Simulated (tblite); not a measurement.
C6H10ClFSi.
SMILES with atom numbers: `[F:1][C@@H:2]1[C@@H:3]([C@@H:4]([SiH3:5])[Cl:6])[C:7]12[CH2:8][CH2:9]2` (hydrogens: H10 on C2; H11 on C3; H12 on C4; H13, H14, H15 on Si5; H16, H17 on C8; H18, H19 on C9)

Structure used (GFN2-xTB), in Å, numbered top down from 1:
```xyz
19
C6H10ClFSi angstrom
F      1.4540   -0.2836   -2.6353
C      0.9545   -0.7328   -1.4465
C     -0.2572   -0.0270   -0.8694
C     -1.3172   -0.8108   -0.1568
Si    -2.4947    0.2663    0.9054
Cl    -2.3562   -1.6530   -1.3681
C      1.0892    0.1217   -0.2533
C      1.9551    1.2235    0.2213
C      1.6948    0.0188    1.0941
H      1.0464   -1.8115   -1.3895
H     -0.6247    0.8112   -1.4512
H     -0.8510   -1.6086    0.4237
H     -3.4618   -0.6280    1.5315
H     -1.6749    0.9482    1.9102
H     -3.1325    1.2305    0.0146
H      1.4856    2.1589    0.4880
H      2.9328    1.3349   -0.2236
H      2.4970   -0.6891    1.2440
H      1.0510    0.1397    1.9533
```

Computed with GFN2-xTB (tblite): harmonic, unscaled wavenumbers at the GFN2-xTB geometry, gas phase. The method is semi-empirical: single wavenumbers can be off by several per cent or more. Modes of hydrogen on silicon can be 10 to 20 % off. One conformer, not necessarily the lowest.

Harmonic wavenumbers (cm⁻¹): 40.7, 81.3, 118.6, 137.2, 146.3, 167.6, 216.8, 258.8, 309.8, 337.8, 413.3, 522.2, 536.9, 562.1, 680.3, 709.1, 754.6, 764.6, 780.1, 781.9, 797.8, 893.9, 916.1, 966.2, 992.6, 1019.9, 1052.7, 1073.0, 1076.1, 1097.8, 1104.7, 1133.6, 1149.9, 1171.3, 1173.0, 1192.5, 1275.8, 1325.3, 1428.6, 1447.1, 1617.9, 2256.3, 2305.9, 2315.5, 2948.6, 3028.3, 3040.1, 3079.0, 3081.9, 3084.9, 3100.5.

A = 1503, B = 808.7, C = 579.3 MHz; mass 164.022 u (most abundant isotopes); point group C1, symmetry number 1.

Zero-point energy?

½Σν̃ = 30233 cm⁻¹ = 361.67 kJ/mol.

What is S at 298.15 K and 1 bar for an ideal gas of classical rigid rotors and harmonic oscillators?

Translation 172.46, rotation 127.62, vibration 134.26: S = 434.3 J/(mol K).

And Cp and H(298.15 K) − H(0)?

Cp = 174.62 J/(mol K), of which vibrations give 141.36 (their classical limit is 51 R = 424.0); H(298.15 K) − H(0) = 31.13 kJ/mol without the zero-point energy, 21.22 from vibrations.

What must be added to the electronic energy to get the Gibbs energy at 298.15 K and 1 bar?

ZPE + [H(298.15 K) − H(0)] − T·S = 361.67 + 31.13 − 129.50 = 263.30 kJ/mol.

Blend soft modes into free rotors: weight 1/[1 + (100 cm⁻¹/ν̃)⁴] for the oscillator and the rest for a rotor with moment μB/(μ + B), μ = h/(8π²ν), B = 10⁻⁴⁴ kg m². What vibrational entropy results?

124.88 J/(mol K) in place of 134.26, which changes −T·S at 298.15 K by +2.80 kJ/mol.

Which modes carry the vibrational entropy at 298.15 K?

40.7 cm⁻¹: 21.86; 81.3 cm⁻¹: 16.15; 118.6 cm⁻¹: 13.07; 137.2 cm⁻¹: 11.89; 146.3 cm⁻¹: 11.38; 167.6 cm⁻¹: 10.30 J/(mol K); the other 45 give 49.61 together.

How do the functions run with temperature in this model?

| T (K) | S (J/(mol K)) | Cp (J/(mol K)) | H − H(0) (kJ/mol) | G − H(0) (kJ/mol) | ln q(vib) |
| --- | --- | --- | --- | --- | --- |
| 50 | 254.3 | 57.0 | 2.12 | -10.60 | 0.55 |
| 100 | 302.8 | 84.4 | 5.69 | -24.59 | 1.85 |
| 373.15 | 477.3 | 208.7 | 45.53 | -132.56 | 9.74 |
| 500 | 545.3 | 256.4 | 75.17 | -197.48 | 13.34 |
| 750 | 662.2 | 319.1 | 147.80 | -348.89 | 20.17 |
| 1000 | 759.8 | 358.0 | 232.78 | -526.99 | 26.45 |

q(vib) and H(0) count from the zero-point level.

Hindered rotation and anharmonicity are outside this model. Other conformers, if any are populated, would add a mixing term that is left out. The structure is chiral; the term R ln 2 for an equal mix with its mirror image is left out.
